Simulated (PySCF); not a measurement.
**SMILES FC1=C[C@H]1C(F)=C(F)F, C5H2F4**

Molfile (atoms numbered from 1):
```
C5H2F4
     RDKit          3D

 11 11  0  0  0  0  0  0  0  0999 V2000
    2.0658   -0.0324   -2.0399 F   0  0  0  0  0  0  0  0  0  0  0  0
    1.4791    0.4515   -0.9777 C   0  0  0  0  0  0  0  0  0  0  0  0
    1.1947    1.4332   -0.1864 C   0  0  0  0  0  0  0  0  0  0  0  0
    0.6296    0.0597    0.1878 C   0  0  1  0  0  0  0  0  0  0  0  0
   -0.8113   -0.2061   -0.0183 C   0  0  0  0  0  0  0  0  0  0  0  0
   -1.4005    0.4863   -1.0115 F   0  0  0  0  0  0  0  0  0  0  0  0
   -1.5449   -1.0576    0.6918 C   0  0  0  0  0  0  0  0  0  0  0  0
   -2.8342   -1.3098    0.5281 F   0  0  0  0  0  0  0  0  0  0  0  0
   -1.0430   -1.7788    1.6904 F   0  0  0  0  0  0  0  0  0  0  0  0
    1.2213    2.4561    0.0918 H   0  0  0  0  0  0  0  0  0  0  0  0
    1.0487   -0.4995    1.0180 H   0  0  0  0  0  0  0  0  0  0  0  0
  1  2  1  0
  2  3  2  0
  3  4  1  0
  4  5  1  0
  5  6  1  0
  5  7  2  3
  7  8  1  0
  7  9  1  0
  4  2  1  0
  3 10  1  0
  4 11  1  1
M  END
```

Computed with GIAO B3LYP/pcSseg-1 magnetisability, rotational g tensor and spin-rotation constants, non-relativistic, gas phase (PySCF 2.14.0). Geometry: GFN2-xTB.

**Question.** Give the nuclear spin-rotation constants along the inertial axes (H = +C I·J) beside the isotropic shieldings.

**Answer.** Rotational constants 3.2907, 0.8908, 0.8151 GHz. A star marks the isotopologue with that one atom substituted, in its own axes.
```csv
atom,isotope,Caa (kHz),Cbb (kHz),Ccc (kHz),mean (kHz),σ (ppm)
F1,19F,3.855,0.046,1.254,1.718,310.1
F6,19F,2.377,0.898,0.082,1.119,365.0
F8,19F,3.731,1.138,0.851,1.907,270.0
F9,19F,3.002,0.796,0.932,1.577,299.4
H10,1H,-0.285,-0.098,0.034,-0.116,26.8
H11,1H,-0.288,0.022,-0.092,-0.119,28.8
C2,13C*,1.765,0.262,0.192,0.740,26.7
C3,13C*,1.087,0.139,0.177,0.468,106.8
C4,13C*,0.735,0.092,0.144,0.324,151.0
C5,13C*,1.236,0.334,0.201,0.590,42.9
C7,13C*,1.220,0.422,0.238,0.626,10.6
```
For the geometry as given, no vibrational averaging.
